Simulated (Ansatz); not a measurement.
Reaction (hydrogenolysis of the Si–O bond): `O[Si@@H]1N[C@H](F)O1` + H₂ → `FC1N[SiH2]O1` + H₂O

Computed with Ansatz on PBE0-D4/def2-TZVP structures; ΔE is electronic, products minus reactants. CCSD(T)/CBS adds triple-zeta CCSD(T) − MP2 to the extrapolated MP2 energy (def2 sets, frozen cores). This one scheme is used for every species. Functionals use def2-TZVPP. One conformer a species, not always the lowest.

`O[Si@@H]1N[C@H](F)O1`:

Cartesian coordinates in Å:
```
O -1.231 -1.244 -1.448
Si -0.875 -0.509 -0.048
N -0.059 0.996 -0.051
C 1.017 0.392 0.662
F 2.204 0.451 -0.022
O 0.560 -0.934 0.710
H -0.554 -1.251 -2.129
H -2.089 -0.678 0.765
H -0.197 1.987 -0.100
H 1.225 0.789 1.660
```

H₂:

Z-matrix (Å, degrees):
```
H
H 1 0.746
```

`FC1N[SiH2]O1`:

Cartesian coordinates in Å:
```
F 1.142 -0.074 -1.722
C 0.023 0.298 -1.017
N -0.487 -0.768 -0.206
Si 0.011 0.113 1.184
O 0.360 1.228 -0.024
H -0.667 0.722 -1.753
H -0.496 -1.712 -0.547
H -1.056 0.560 2.109
H 1.170 -0.367 1.977
```

H₂O:

```xyz
3

O    -0.196   -0.207   -0.265
H     0.288    0.609   -0.404
H    -0.092   -0.402    0.669
```

```csv
level,ΔE (kJ/mol),difference from CCSD(T)/CBS
LDA (SPW92),120.7,6.0
PBE-D4,113.2,-1.5
r2SCAN0-D4,120.6,5.9
BHLYP-D4,117.2,2.5
CCSD(T)/def2-SVP,103.8,-10.9
MP2/def2-TZVPP,121.2,6.5
SCS-MP2/def2-TZVPP,116.7,2.0
CCSD/def2-TZVPP,112.7,-2.0
CCSD(T)/def2-TZVPP,115.5,0.8
CCSD/CBS(def2),111.9,-2.8
CCSD(T)/CBS,114.7,0
```

Largest T1 diagnostic among the species: 0.012.

The D4 term adds +5.0 kJ/mol with B3LYP and +2.8 kJ/mol with PBE0; it sums over pairs of atoms, weighted by their polarisabilities, and B3LYP, whose exchange is more repulsive, gets the larger term. In def2-TZVPP, CCSD(T) changes the Hartree–Fock value by +8.0 kJ/mol (the triples alone add +2.8 kJ/mol) and MP2 by +13.7 kJ/mol.

B3LYP here is the variant with VWN-RPA as its local correlation; programs differ in this.
